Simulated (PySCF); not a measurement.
Compound: C5H7NOS.
Geometry (GFN2-xTB, Å), atoms numbered from 1 in this order:
```
atom  x, y, z in Å
C1     2.5724   -0.3500    0.4183
N2     1.4600   -0.7376    0.0001
C3     0.3015    0.1014    0.1317
C4    -0.7714   -0.5968    0.9239
C5    -1.9964   -0.5180    0.4463
S6    -2.1380    0.4950   -1.0595
O7    -2.4239    1.8516   -0.5867
C8    -0.2973    0.3550   -1.2501
H9     2.7505    0.6177    0.9022
H10    3.4215   -1.0065    0.2989
H11    0.5394    1.0594    0.6343
H12   -0.4936   -1.1054    1.8343
H13   -2.8898   -0.9101    0.8958
H14   -0.1177   -0.5070   -1.8902
H15    0.0784    1.2593   -1.7213
```

The calculation used TDDFT wB97X-D/def2-SVPD, vertical, gas phase, core orbitals frozen in the response in PySCF 2.14.0, density-fitted response routines.

Transition dipole moments from the ground state, in atomic units and in the frame of the coordinates above (overall signs are arbitrary), for the states with f of 0.002 or more among the lowest 8:

| state | E (eV) | μx | μy | μz |
| --- | --- | --- | --- | --- |
| S1 | 4.762 | -0.068 | 0.132 | -0.007 |
| S3 | 5.689 | -0.286 | -0.119 | 0.278 |
| S4 | 5.830 | 0.230 | -0.124 | 0.208 |
| S5 | 6.538 | -0.460 | -0.056 | -0.137 |
| S6 | 6.598 | 0.111 | -0.065 | 0.054 |
| S7 | 6.812 | -0.666 | 0.024 | -0.487 |
| S8 | 6.942 | -0.413 | 0.208 | 0.057 |

(1) What oscillator strength does each state have?

(2) Which bond between heavy atoms lies closest to the direction of the S7 transition dipole?

(3) What angle do the transition dipoles of S5 and S8 make?

(4) What peak molar absorption coefficient would the strongest computed level give as a lone Gaussian band 0.3 eV wide at half height?

Results:

(1) f = (2/3) ΔE |μ|² with ΔE in hartree (27.2114 eV).

| state | \|μ\|² (au) | \|μ\| (D) | f |
| --- | --- | --- | --- |
| S1 | 0.022 | 0.38 | 0.003 |
| S3 | 0.173 | 1.06 | 0.024 |
| S4 | 0.112 | 0.85 | 0.016 |
| S5 | 0.233 | 1.23 | 0.037 |
| S6 | 0.019 | 0.35 | 0.003 |
| S7 | 0.681 | 2.10 | 0.114 |
| S8 | 0.217 | 1.18 | 0.037 |

(2) C4–C5, at 15° from it; next C1–N2 at 25°.

(3) |cos θ| = |μa·μb| / (|μa| |μb|) = 0.76, so θ ≈ 41° (taken between 0 and 90°, since the signs are arbitrary).

(4) ε(max) = 2.175×10⁸ f / FWHM, with the width in cm⁻¹. S7: 2.175×10⁸ × 0.1136 / 2420 ≈ 10000 L mol⁻¹ cm⁻¹.

One conformer stands for the species.
